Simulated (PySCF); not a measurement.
Rigid-rotor lines calculated for a species of formula C2H3BF2S (commonest isotopes; PySCF 2.14.0, PBE0-D3(BJ)/def2-SVP geometry optimisation, gas phase), labelled J(Ka,Kc):

```json
{"transition": "1(0,1) ← 0(0,0)", "MHz": "3716.0"}
{"transition": "1(1,1) ← 0(0,0)", "MHz": "7085.9"}
{"transition": "2(0,2) ← 1(0,1)", "MHz": "7424.4"}
{"transition": "2(1,2) ← 1(1,1)", "MHz": "7244.2"}
{"transition": "2(1,1) ← 1(1,0)", "MHz": "7619.9"}
```

(1) Find the rotational constants.

(2) What moments of inertia, asymmetry and inertial defect follow?

(3) Which dipole components do these lines need?

(4) Predict further lines from these constants: 3(3,1) ← 2(2,1); 3(0,3) ← 2(1,2); 3(3,0) ← 2(2,1); 3(1,3) ← 3(0,3); 3(2,2) ← 2(1,1); 2(2,1) ← 1(1,1); 3(1,2) ← 2(2,1); 3(1,2) ← 3(0,3); 2(1,2) ← 2(0,2); 2(2,0) ← 1(1,1); 1(1,1) ← 1(0,1).

(5) Which structure gave them?

Results:

(1) 1(0,1) ← 0(0,0) is B + C, 2(1,1) ← 1(1,0) is 3B + C and 2(1,2) ← 1(1,1) is B + 3C, so B − C is half the difference of the last two, 187.8 MHz. 1(1,1) ← 0(0,0) is A + C. A = 5321.8, B = 1951.9, C = 1764.1 MHz.

(2) I = 505379 MHz·u·Å² over each constant: Ia = 94.96, Ib = 258.91, Ic = 286.48 u·Å²; κ = (2B − A − C)/(A − C) = -0.894 (asymmetric top); Δ = Ic − Ia − Ib = -67.40 u·Å².

(3) μa and μb (a-type: ΔKa even, ΔKc odd; b-type: both odd). The calculation gives |μa| = 1.05 D, |μb| = 0.64 D, |μc| = 1.90 D.

(4) 
```tsv
transition	MHz	type	branch
3(1,2) ← 2(2,1)	1315	b	R
3(1,3) ← 3(0,3)	2934	c	Q
2(1,2) ← 2(0,2)	3190	c	Q
1(1,1) ← 1(0,1)	3370	c	Q
3(1,2) ← 3(0,3)	4060	b	Q
3(0,3) ← 2(1,2)	7928	b	R
2(2,1) ← 1(1,1)	17917	c	R
2(2,0) ← 1(1,1)	17925	b	R
3(2,2) ← 2(1,1)	21258	b	R
3(3,1) ← 2(2,1)	28472	c	R
3(3,0) ← 2(2,1)	28472	b	R
```

(5) `FB(F)[C@@H]1CS1`, point group C1. Three constants can't fix a structure by themselves; this is the one that was computed:
```xyz
9
C2H3BF2S angstrom
F      2.260    1.199    0.228
B      1.372    0.236    0.058
F      1.824   -0.951   -0.305
C     -0.147    0.485    0.261
C     -1.100   -0.612   -0.029
S     -0.881    0.505   -1.429
H     -0.485    1.308    0.899
H     -0.703   -1.622   -0.167
H     -2.084   -0.563    0.448
```

The values belong to one conformer (point group C1) with, in the numbering `[F:1][B:2]([F:3])[C@@H:4]1[CH2:5][S:6]1`, F1–B2–C4–C5 176°. No frequency check. Constants of a rigid frame at the computed geometry: no zero-point averaging, no centrifugal distortion. Quadrupole hyperfine structure (11B) is left out.
